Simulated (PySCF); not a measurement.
Isomers of C4H10O2Si. Method used: TDDFT CAM-B3LYP/def2-SVPD, vertical, gas phase, core orbitals frozen in the response (PySCF 2.14.0, density-fitted response routines). Geometries: GFN2-xTB; one conformer of each isolated species. Triplets are in the Tamm–Dancoff approximation.

A. `C=C(CC)O[SiH2]O`
B. `CC[C@H]1CO[SiH2]O1`
C. `CCC(=O)[SiH2]OC`
D. `C=CO[Si@@H](C)OC`

Lowest singlet levels (six at most, fewer where fewer were computed) with oscillator strengths:

1. 194 nm (f 0.055); 186 nm (f 0.116); 167 nm (f 0.119); 163 nm (f 0.035); 160 nm (f 0.006); 159 nm (f 0.008); T1 4.39 eV
2. 352 nm (f 0.001); 209 nm (f 0.003); 190 nm (f 0.001); 181 nm (f 0.010); 168 nm (f 0.001); 167 nm (f 0.008); T1 2.88 eV
3. 172 nm (f 0.001); 167 nm (f 0.000); 165 nm (f 0.004); 162 nm (f 0.043); 147 nm (f 0.002); 147 nm (f 0.030); T1 6.82 eV
4. 189 nm (f 0.020); 177 nm (f 0.428); 174 nm (f 0.079); 168 nm (f 0.015); 164 nm (f 0.005); 162 nm (f 0.002); T1 4.28 eV

Question: Match each spectrum to its molecule.

Answer: 1 = A, 2 = C, 3 = B, 4 = D.
- A: S1 at 6.37 eV, HOMO→LUMO (89%); Löwdin shares by element: HOMO carbon 65% or more, oxygen 17% or more (atoms not listed hold the other 18%); LUMO oxygen 34%, silicon 24%, hydrogen 15% or more (atoms not listed hold the other 26%); HOMO -8.21 and LUMO 0.81 eV.
- B: S1 at 7.19 eV, HOMO-1→LUMO+1 (68%), HOMO-1→LUMO (20%); Löwdin shares by element: HOMO oxygen 53%, carbon 19% or more (atoms not listed hold the other 28%); LUMO silicon 28%, hydrogen 13% or more, oxygen 9% or more (atoms not listed hold the other 50%); HOMO -9.40 and LUMO 1.21 eV.
- C: S1 at 3.52 eV, HOMO→LUMO (95%); Löwdin shares by element: HOMO oxygen 42% or more, carbon 27% or more, silicon 12% (atoms not listed hold the other 19%); LUMO carbon 45% or more, oxygen 32% or more, silicon 11%; HOMO -8.12 and LUMO 0.09 eV.
- D: S1 at 6.55 eV, HOMO→LUMO+1 (70%), HOMO→LUMO (13%), HOMO→LUMO+3 (9%); Löwdin shares by element: HOMO carbon 62% or more, oxygen 23% or more; LUMO carbon 32% or more, silicon 18%, hydrogen 8% or more (atoms not listed hold the other 42%); HOMO -8.13 and LUMO 1.16 eV.
